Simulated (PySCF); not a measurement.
# NMR data sheet: C3H4BF3

```
Formula                               : C3H4BF3
SMILES                                : CBC(F)=C(F)F
Point group of the computed structure : C1
Carbon signals                        : 3
Proton signals                        : 2
```

Atoms are numbered as in `[CH3:1][BH:2][C:3]([F:4])=[C:5]([F:6])[F:7]`. Each H is labelled by its parent atom.

No relativistic terms, one conformer, in vacuum, rapidly exchanging positions averaged. Spin–spin couplings from B3LYP/pcJ-1 (spin–dipole term only in couplings to heteroatoms); coordinates at the PBE0-D3(BJ)/def2-SVP level; shieldings: GIAO PBE0/pcSseg-1; PySCF.

δ = σ(ref) − σ, references computed at the same level: 1H (σ = 31.27 ppm) and 13C (σ = 184.41 ppm) vs TMS; 19F (σ = 177.25 ppm) against CFCl3; 11B (σ = 100.73 ppm) against BF3·OEt2.

```tsv
carbon	δC, type	δH (multiplicity, J in Hz)	HMBC from (abs. J ≥ 3 Hz)	span of the C tensor (ppm)
C1	8.4, CH3	1.18 (dd, 2.3, 1.2)	H(B2)	54
C3	144.0, C	–	H(B2)	80
C5	173.5, C	–	–	121
```

Other nuclei:
| atoms | nucleus | environment | δ (ppm) | σ (ppm) |
| --- | --- | --- | --- | --- |
| H(B2) | 1H | hydrogen on a boron bonded to 2 C | 6.77 | 24.49 |
| F6 | 19F | vinylic fluorine | -69.9 | 247.1 |
| F7 | 19F | vinylic fluorine | -87.2 | 264.5 |
| F4 | 19F | vinylic fluorine | -202.1 | 379.4 |
| B2 | 11B | boron bonded to 2 C, H | 66.8 | 33.9 |

Selected couplings (Hz, signed; the shortest-range and largest first, 30 at most; isotopes 13C, 19F, 11B, 1H): 1J(C5,F6) -403.9, 1J(C5,F7) -385.3, 1J(C3,F4) -312.4, 1J(B2,H(B2)) 135.2, 1J(C1,H(C1)) 126.2, 1J(C3,C5) 112.7, 1J(B2,C3) 77.8, 1J(C1,B2) 54.6, 2J(F6,F7) -142.2, 2J(C3,F7) 43.1, 2J(F4,C5) 42.7, 2J(B2,F4) 19.4, 2J(B2,C5) 11.0, 2J(B2,H(C1)) -5.3, 3J(F4,F7) -141.2, 3J(F4,F6) 48.2, 3J(F4,H(B2)) 33.8, 3J(B2,F6) 16.0, 3J(H(C1),H(B2)) 5.8, 3J(C1,F4) 5.6, 3J(B2,F7) 3.4, 3J(C1,C5) 2.5, 4J(F7,H(B2)) 11.2, 4J(C1,F6) 3.9, 4J(F6,H(B2)) -2.9.

δC 173.5, 144.0: fully substituted alkene carbon. δC 8.4: methyl carbon bonded to B. δH 6.77: hydrogen on a boron bonded to 2 C. δH 1.18: hydrogen on a methyl carbon bonded to B. The protons at 1.18 and 6.77 share a coupling of 5.8 Hz (vicinal).

Hydrogens on boron are broadened and split by 11B (spin 3/2, 80 %) and 10B (spin 3). A carbon bonded to boron is broadened by the quadrupolar boron nucleus and is often missing from a measured spectrum. C–F couplings over four or more bonds (about 3 Hz to the para carbon of a fluoroarene) are left out. Common functionals overestimate the size of one-bond C–F couplings by tens of Hz; these are unscaled. Multiplet labels drop couplings under 1 Hz and merge nearly equal ones. Shifts are as computed. Against solution values, carbons near 30 ppm lie about +2 ppm off and those near 130 ppm about +5 ppm. Of 1309 compounds with measured shifts, 239 miss one by over three times the rms of a fit or turn the order of signals round; such compounds aren't used in these exercises. Unscaled 19F shifts against computed CFCl3 carry errors that often reach 10 to 50 ppm. Only one conformer was computed, so three-bond couplings in flexible chains and rings are approximate.
